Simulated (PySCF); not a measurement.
# Reading the logs of faulty runs: C2GeH6

All numbers below are calculated, not measured. The program is PySCF 2.14.0, an open-source quantum chemistry code, run on an isolated molecule that a program drew, which may never have been made. The molecule is C2GeH6 (charge 0, singlet), drawn as the SMILES string `C[CH]=[GeH2]`.

Each row is a Hartree-Fock (HF) and frozen-core CCSD(T) single point in the cc-pVDZ basis, meant for a local HF minimum. Run 1 is clean. Each other run has one planted mistake out of seven kinds, and not every kind appears here: one electron removed, one electron added, multiplicity raised by two, geometry at a saddle point, minimal basis STO-3G, one bond length entered in bohr, all coordinates scaled. The reference is restricted for singlets and unrestricted otherwise, and also for a bond in bohr. Adding or removing an electron swaps singlet and doublet. Electrons count all cores. HOMO and LUMO are orbital energies over both spins, the gradient is its largest component, and the lowest frequency (negative if imaginary) is given only where the gradient is small. Bond lengths are over the 8 bonds as drawn. T1 is the CCSD diagnostic: over 0.02 (restricted) or 0.045 (unrestricted) a single reference is doubtful. Germanium has the cc-pVDZ-PP basis, with a core potential (ECP10MDF) in place of its 10 inner electrons, and its 3s, 3p and 3d shells are frozen in CCSD(T).

Geometry of the clean run:
```xyz
9
C2GeH6, angstrom
C    -0.6300    0.2125    0.0150
C    -0.2796   -0.5981   -1.2043
Ge   -0.7963   -0.3063   -2.8673
H    -1.2766    1.0588   -0.2234
H     0.2708    0.6068    0.4960
H    -1.1465   -0.4018    0.7594
H     0.3630   -1.4573   -1.0376
H    -0.3688   -1.2057   -4.0119
H    -1.6954    0.8544   -3.2587
```

| run | electrons | basis functions | <S^2> | HOMO (eV) | LUMO (eV) | gradient (hartree/bohr) | lowest frequency (cm^-1) | mean bond (Å) | longest bond (Å) | T1 | HF (hartree) | CCSD(T) (hartree) | mistake |
|---|---|---|---|---|---|---|---|---|---|---|---|---|---|
| 1 | 50 | 81 | 0.000 | -7.83 | 2.40 | 1.7e-05 | 219 | 1.3343 | 1.766 | 0.0114 | -372.53591 | -372.98117 | no fault |
| 2 | 50 | 81 | 0.000 | -7.79 | 2.32 | 8.0e-03 | - | 1.3516 | 1.789 | 0.0116 | -372.53451 | -372.98264 | all coordinates scaled |
| 3 | 50 | 81 | 2.028 | -5.89 | 0.98 | 1.1e-01 | - | 1.3343 | 1.766 | 0.0108 | -372.48262 | -372.88619 | multiplicity raised by two |
| 4 | 49 | 81 | 0.757 | -16.15 | -6.08 | 6.3e-02 | - | 1.3343 | 1.766 | 0.0152 | -372.29045 | -372.68490 | one electron removed |
| 5 | 51 | 81 | 0.774 | 1.04 | 9.35 | 5.2e-02 | - | 1.3343 | 1.766 | 0.0144 | -372.47604 | -372.92285 | ? |
| 6 | 50 | 81 | 1.139 | -7.71 | 2.06 | 7.2e-02 | - | 1.4560 | 2.069 | 0.0647 | -372.42974 | -372.85460 | ? |

**Which mistake was planted in run 5, and what did it cost?**

It counts 51 electrons, one more than the clean run, at the same geometry and basis. So the mistake is: one electron added. Subtracting run 1 and multiplying by 627.51 kcal/mol a hartree, the energy moved by 37.6 kcal/mol in HF and 36.6 kcal/mol in CCSD(T).

**Which mistake was planted in run 6, and what did it cost?**

The mean bond changes by a factor of 1.091 and the longest by 1.172, so the molecule wasn't scaled as a whole. A length L in bohr read as angstrom grows by (1/0.5292 - 1) L = 0.890 L. The 8 bonds together grew by 8 x 0.1217 = 0.974 Å, which gives L = 1.094 Å. That is the length of one of the C-H bonds, 1.095 Å in the clean geometry. So the mistake is: one bond length entered in bohr. Subtracting run 1 and multiplying by 627.51 kcal/mol a hartree, the energy moved by 66.6 kcal/mol in HF and 79.4 kcal/mol in CCSD(T).

Cautions from the logs. Run 5: the HOMO is above zero, so the electron isn't bound and the energy depends on the basis; run 6: T1 is over the limit, so its CCSD(T) energy is less reliable.
